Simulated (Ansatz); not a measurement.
Stepwise reaction of `[SH][Al]([SH])[Br]` with hydrogen fluoride, as a gas-phase model of exchange steps in deposition or etching. ΔE in kJ/mol.

Isolated molecules relaxed with PBE0-D4/def2-TZVP in Ansatz; ΔE leaves out vibrations. CBS: MP2 limit from def2 TZ/QZ plus the TZ coupled-cluster correction, frozen cores. This one scheme is used for every species. Functionals use def2-TZVPP. B3LYP here is the variant with VWN-RPA as its local correlation; programs differ in this. For Br outer-core shells are correlated without core-valence functions, which leaves a few kJ/mol of doubt a bond. Scalar relativity is left out up to krypton. One conformer a species, not always the lowest.

| step | reaction | PBE-D4 | B3LYP-D4 | ωB97M-V | CCSD(T)/CBS |
| --- | --- | --- | --- | --- | --- |
| 1 | `[SH][Al]([SH])[Br]` + H–F → `[F][Al]([SH])[Br]` + H₂S | -59.3 | -71.5 | -70.2 | -65.4 |
| 2 | `[F][Al]([SH])[Br]` + H–F → `[F][Al]([F])[Br]` + H₂S | -52.9 | -65.6 | -63.4 | -61.1 |

(1) By hand: ΔE of the 2 steps together at CCSD(T)/CBS.

Results:

(1) (-65.4) + (-61.1) = -126.5 kJ/mol, or -63.2 kJ/mol a step.

In ΔE the steps differ by no more than 4.3 kJ/mol. All are downhill at CCSD(T)/CBS. PBE-D4 differs from CCSD(T)/CBS by 6.1 to 8.2 kJ/mol a step. Isolated molecules leave out the surface, adducts and barriers. Largest T1 diagnostic: 0.010.
